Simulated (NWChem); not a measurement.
System: AlHSClF; SMILES [F][Al]([SH])[Cl]

Parts of the log:

```
             Northwest Computational Chemistry Package (NWChem) 7.3.0
             --------------------------------------------------------

 CS  symmetry detected

                             Geometry "geometry" -> ""
                             -------------------------

 Output coordinates in angstroms (scale by  1.889725989 to convert to a.u.)

  No.       Tag          Charge          X              Y              Z
 ---- ---------------- ---------- -------------- -------------- --------------
    1 Al                  13.0000     0.34328081     0.03044052     0.00000000
    2 Cl                  17.0000    -0.66168683     1.85195600     0.00000000
    3 F                    9.0000     2.00046318     0.02146142     0.00000000
    4 S                   16.0000    -0.72732023    -1.84428307     0.00000000
    5 H                    1.0000     0.41898066    -2.56360251     0.00000000

 Effective nuclear repulsion energy (a.u.)     244.0710455089

      Symmetry information
      --------------------

 Group name             Cs
 Group number              2
 Group order               2
 No. of unique centers     5

  pbe96 is a nonlocal functional; adding pw91lda local functional.

                                 NWChem DFT Module
                                 -----------------

 Summary of "ao basis" -> "ao basis" (spherical)
 ------------------------------------------------------------------------------
       Tag                 Description            Shells   Functions and Types
 ---------------- ------------------------------  ------  ---------------------
 Al                         6-31+g*                 10       22   5s4p1d
 Cl                         6-31+g*                 10       22   5s4p1d
 F                          6-31+g*                  8       18   4s3p1d
 S                          6-31+g*                 10       22   5s4p1d
 H                          6-31+g*                  2        2   2s

      Symmetry analysis of basis
      --------------------------

        a'         63
        a"         23

            General Information
            -------------------
          SCF calculation type: DFT
          Wavefunction type:  closed shell.
          No. of atoms     :     5
          No. of electrons :    56
           Alpha electrons :    28
            Beta electrons :    28
          Charge           :     0
          Spin multiplicity:     1
          Use of symmetry is: on ; symmetry adaption is: on
          Maximum number of iterations: 150
          AO basis - number of functions:    86
                     number of shells:    40
          Convergence on energy requested:  1.00D-06
          Convergence on density requested:  1.00D-05
          Convergence on gradient requested:  5.00D-04

              XC Information
              --------------
          PerdewBurkeErnzerhof Exchange Functional  1.000
            Perdew 1991 LDA Correlation Functional  1.000 local
           PerdewBurkeErnz. Correlation Functional  1.000 non-local

             Grid Information
             ----------------
          Grid used for XC integration:  medium
          Radial quadrature: Mura-Knowles
          Angular quadrature: Lebedev.
          Tag              B.-S. Rad. Rad. Pts. Rad. Cut. Ang. Pts.
          ---              ---------- --------- --------- ---------
          Al                  1.25       88          12.0       590
          Cl                  1.00       88          14.0       590
          F                   0.50       49          12.0       434
          S                   1.00       88          13.0       590
          H                   0.35       45          13.0       434
          Grid pruning is: on
          Number of quadrature shells:   358
          Spatial weights used:  Erf1

      Superposition of Atomic Density Guess
      -------------------------------------

 Sum of atomic energies:       -1198.64283335

      Non-variational initial energy
      ------------------------------

 Total energy =   -1199.252593
 1-e energy   =   -2146.830371
 2-e energy   =     703.506733
 HOMO         =      -0.346543
 LUMO         =      -0.036555

      Symmetry analysis of molecular orbitals - initial
      -------------------------------------------------

  Numbering of irreducible representations:

     1 a'          2 a"

  Orbital symmetries:

     1 a'          2 a'          3 a'          4 a'          5 a'
     6 a'          7 a'          8 a'          9 a"         10 a'
    11 a'         12 a"         13 a'         14 a'         15 a'
    16 a"         17 a'         18 a'         19 a'         20 a'
    21 a'         22 a"         23 a'         24 a'         25 a"
    26 a'         27 a'         28 a"         29 a'         30 a"
    31 a'         32 a'         33 a'         34 a"         35 a'
    36 a'         37 a'         38 a"

     ---------------------------------------------
      Total Density - Mulliken Population Analysis
     ---------------------------------------------

    Atom       Charge   Shell Charges
 -----------   ------   -------------------------------------------------------
    1 Al  13    11.76   2.00  2.00  5.97  0.66  0.68  0.11  0.11 -0.00  0.05  0.18
    2 Cl  17    17.43   2.00  2.00  5.98  1.38  3.73  0.57  1.73 -0.01  0.05  0.01
    3 F    9     9.61   2.00  0.95  3.52  1.05  2.15 -0.12  0.05  0.01
    4 S   16    16.48   2.00  2.00  5.98  1.32  3.13  0.54  1.48 -0.03  0.03  0.02
    5 H    1     0.73   0.38  0.34

   convergence    iter        energy       DeltaE   RMS-Dens  Diis-err
 ---------------- ----- ----------------- --------- --------- ---------
 d= 0,ls=0.0,diis     1  -1200.7131641343 -1.44D+03  2.30D-02  8.32D-01
 d= 0,ls=0.0,diis     2  -1200.4320174004  2.81D-01  1.42D-02  4.09D+00
 d= 0,ls=0.0,diis     3  -1200.8002039203 -3.68D-01  5.25D-03  7.15D-02
 d= 0,ls=0.0,diis     4  -1200.8038887244 -3.68D-03  2.60D-03  3.12D-02
 d= 0,ls=0.0,diis     5  -1200.8089090540 -5.02D-03  4.00D-04  5.47D-04
  Resetting Diis
 d= 0,ls=0.0,diis     6  -1200.8090049768 -9.59D-05  1.00D-04  3.10D-05
 d= 0,ls=0.0,diis     7  -1200.8090094344 -4.46D-06  7.32D-05  4.87D-06
 d= 0,ls=0.0,diis     8  -1200.8090081293  1.31D-06  4.31D-05  1.40D-05
 d= 0,ls=0.0,diis     9  -1200.8090102052 -2.08D-06  3.80D-06  2.23D-07
 d= 0,ls=0.0,diis    10  -1200.8090102251 -1.99D-08  1.16D-06  9.77D-09

         Total DFT energy =    -1200.809010225093
      One electron energy =    -2148.979582165816
           Coulomb energy =      787.014763302307
    Exchange-Corr. energy =      -82.915236870495
 Nuclear repulsion energy =      244.071045508911

 Numeric. integr. density =       56.000003296786

                  Occupations of the irreducible representations
                  ----------------------------------------------

                     irrep           alpha         beta
                     --------     --------     --------
                     a'               22.0         22.0
                     a"                6.0          6.0

                       DFT Final Molecular Orbital Analysis
                       ------------------------------------

 Vector   26  Occ=2.000000D+00  E=-3.142106D-01  Symmetry=a'
              MO Center= -4.0D-01, -8.1D-01,  5.3D-15, r^2= 4.4D+00
   Bfn.  Coefficient  Atom+Function         Bfn.  Coefficient  Atom+Function
  ----- ------------  ---------------      ----- ------------  ---------------
    69      0.396491  4 S  px                29     -0.335438  2 Cl px
    70      0.319971  4 S  py                48      0.235840  3 F  py
     8     -0.217993  1 Al py                72     -0.182714  4 S  s
    68     -0.181236  4 S  s                 52      0.158703  3 F  py
    65     -0.153932  4 S  px                33     -0.151348  2 Cl px

 Vector   27  Occ=2.000000D+00  E=-3.050729D-01  Symmetry=a'
              MO Center= -5.6D-01,  1.2D+00,  7.9D-17, r^2= 3.2D+00
   Bfn.  Coefficient  Atom+Function         Bfn.  Coefficient  Atom+Function
  ----- ------------  ---------------      ----- ------------  ---------------
    29      0.537133  2 Cl px                30      0.383193  2 Cl py
    33      0.274735  2 Cl px                70      0.212980  4 S  py
    25     -0.210091  2 Cl px                34      0.179846  2 Cl py
    26     -0.149632  2 Cl py                69      0.145012  4 S  px
    11      0.116137  1 Al px                47      0.099467  3 F  px

 Vector   28  Occ=2.000000D+00  E=-2.629280D-01  Symmetry=a"
              MO Center= -6.3D-01, -1.6D+00,  8.5D-16, r^2= 2.1D+00
   Bfn.  Coefficient  Atom+Function         Bfn.  Coefficient  Atom+Function
  ----- ------------  ---------------      ----- ------------  ---------------
    71      0.662139  4 S  pz                75      0.367976  4 S  pz
    67     -0.253045  4 S  pz                31     -0.131650  2 Cl pz
     9      0.128605  1 Al pz                35     -0.074782  2 Cl pz
    49     -0.062581  3 F  pz                19     -0.057166  1 Al d -1
    27      0.050985  2 Cl pz                 5     -0.047640  1 Al pz

 Vector   29  Occ=0.000000D+00  E=-8.216029D-02  Symmetry=a'
              MO Center=  2.0D-01, -1.5D-01, -1.3D-14, r^2= 5.9D+00
   Bfn.  Coefficient  Atom+Function         Bfn.  Coefficient  Atom+Function
  ----- ------------  ---------------      ----- ------------  ---------------
    10      1.350303  1 Al s                 14      1.105156  1 Al s
    36     -0.683900  2 Cl s                 76     -0.572627  4 S  s
     6      0.443017  1 Al s                 78     -0.318227  4 S  py
    72     -0.306269  4 S  s                 38      0.299864  2 Cl py
    74     -0.251253  4 S  py                54     -0.233833  3 F  s

[...]
```

Level: PBE/6-31+G* (spherical d). Coordinates come from a PBE0/def2-SVP optimisation.

Task: Reconstruct the input file.

Result: This is not unique; one that fits is the input that was run:
```
start job
memory heap 200 mb stack 900 mb global 1100 mb
geometry units angstroms noautoz
  Al     0.345869     0.036806     0.005886
  Cl    -0.647975     1.864312    -0.013467
  F      2.002964     0.017750     0.008540
  S     -0.736139    -1.831284     0.022426
  H      0.405754    -2.557524     0.031487
end
basis spherical
  * library 6-31+g*
end
dft
  xc xpbe96 cpbe96
  iterations 150
  mulliken
end
task dft energy
```
